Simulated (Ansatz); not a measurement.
Consider the redistribution: `[Cl][Sn]([Cl])([Cl])[Br]` + `[SiH3]BCl` → `[Cl][SnH]([Cl])[Br]` + `[SiH3]B(Cl)Cl`.

Gas-phase electronic energies from Ansatz, PBE0-D4/def2-TZVP geometries. CCSD(T)/CBS is the MP2 limit (def2-TZVPP, def2-QZVPP) plus CCSD(T) − MP2 in def2-TZVPP, frozen cores. This one scheme is used for every species. Elements past krypton have def2 core potentials. For Br, Sn outer-core shells are correlated without core-valence functions, which leaves a few kJ/mol of doubt a bond. Scalar relativity is left out up to krypton.

```
                   species  CCSD(T)/CBS(def2) energy (Eh)
`[Cl][Sn]([Cl])([Cl])[Br]`                    -4166.86464
               `[SiH3]BCl`                     -776.06195
     `[Cl][SnH]([Cl])[Br]`                    -3707.63582
           `[SiH3]B(Cl)Cl`                    -1235.29546
```

Q: Work out ΔE.

A: ΔE = (-3707.63582) + (-1235.29546) − (-4166.86464) − (-776.06195) = -0.00469 Eh = -0.13 eV.

Largest T1 diagnostic among the species: 0.014.

In def2-TZVPP, CCSD(T) changes the Hartree–Fock value by −0.14 eV (the triples alone add −0.02 eV) and MP2 by −0.15 eV. From BLYP to BHLYP (50 % exact exchange), in def2-TZVPP and without D4, ΔE moves by +0.03 eV. At CCSD(T), def2-SVP lies −0.16 eV from the extrapolated value and def2-TZVPP −0.06 eV.
